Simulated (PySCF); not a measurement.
but-1-yne (C4H6), SMILES C#CCC.

Geometry: B3LYP-D3(BJ)/def2-SVP.

Two levels are set side by side: PBE/def2-TZVP (PySCF) and ωB97X/def2-TZVP (PySCF). Same geometry, gas phase. Differences are taken from unrounded values.

```tsv
quantity	PBE
orbital gap (eV)	6.38
highest occupied level (eV)	-6.41
lowest empty level (eV)	-0.03
dipole moment (D)	0.86
mean polarisability (bohr³)	47.6
```

**Question.** These are the PBE values. What does ωB97X give? (The exact figures need the calculation; the answer reports its results.)

**Answer.** 
```
quantity                      ωB97X  PBE minus ωB97X
---------------------------  ------  ---------------
orbital gap (eV)              13.04            -6.65
highest occupied level (eV)  -10.06             3.65
lowest empty level (eV)        2.98            -3.01
dipole moment (D)              0.82             0.04
mean polarisability (bohr³)    45.9              1.7
```

PBE's occupied levels lie high since its potential decays too fast outside the molecule; exact exchange lowers them and widens the gap. PBE's more diffuse valence density responds more strongly to a field. Differences between two approximate levels are no errors against the true value.

Rough cost on one machine, each run with all the roots and properties that it gave: ωB97X against PBE within a factor of 2.
